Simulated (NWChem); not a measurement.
System: C$_{3}$H$_{5}$FSi; SMILES FC1=CC[SiH2]1

The following NWChem deck was run.

```
start job
memory heap 200 mb stack 900 mb global 1100 mb
geometry units angstroms noautosym nocenter noautoz
  F     -0.310587     2.091842     0.000000
  C     -0.000173     0.806431     0.000000
  C      1.229718     0.259103     0.000000
  C      1.020655    -1.245265     0.000000
  Si    -0.849778    -0.862896     0.000000
  H      2.195223     0.781409     0.000000
  H      1.414011    -1.755691    -0.894135
  H      1.414011    -1.755691     0.894135
  H     -1.632277    -1.246068    -1.213858
  H     -1.632277    -1.246068     1.213858
end
basis spherical
  * library 6-31g*
end
dft
  xc b3lyp
  iterations 150
end
property
  shielding 8 1 2 3 4 5 6 7 9
end
task dft property
```

Geometry: optimised at PBE0/def2-SVP. B3LYP is NWChem's, with the RPA form of VWN correlation.

GIAO values for the isolated, static molecule; σ is the absolute isotropic shielding, δ = σ(reference) − σ with the isolated reference molecule computed at the same levels (13C: tetramethylsilane, 1H: tetramethylsilane, 29Si: tetramethylsilane).

Atoms are numbered as in the input.

### Question
Predict the main results of this run. (B3LYP/6-31G* (spherical d), GIAO.) Quantities: δ C2 (ppm); δ C3 (ppm); δ C4 (ppm); δ Si5 (ppm); δ H6 (ppm); δ H7 (ppm); δ H9 (ppm).

### Answer
The δ C2 (ppm) is 151.6 and the δ C3 (ppm) comes out as 121.3. The δ C4 (ppm) is 5.2 and the δ Si5 (ppm) is -7.8. The δ H6 (ppm) is 5.72 and the δ H7 (ppm) comes out as 1.27. The δ H9 (ppm) is 5.23.
